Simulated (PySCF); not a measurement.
**Electron correlation in Cd (cadmium, neutral)**

[Kr] 4d10 5s1 5d1, high-spin 3D determinant (an excited configuration). Calculation: PySCF 2.14, in aug-cc-pwCVTZ-PP with ECP28MDF; scalar relativity through the core potential. Frozen: 4s2 4p6; 12 electrons correlated.

MP2 pair energies summed by pair of shells (mhartree):

```tsv
pair	energy	share (%)
4d-4d	-392.38	88.3
4d-5s	-45.55	10.2
4d-5d	-4.72	1.1
5s-5d	-1.80	0.4
```

Total MP2 correlation energy: -444.45 mhartree.

Same-spin part -163.54 and opposite-spin part -280.92 mhartree; SCS-MP2 scales them by 1/3 and 6/5 to -391.61 mhartree.
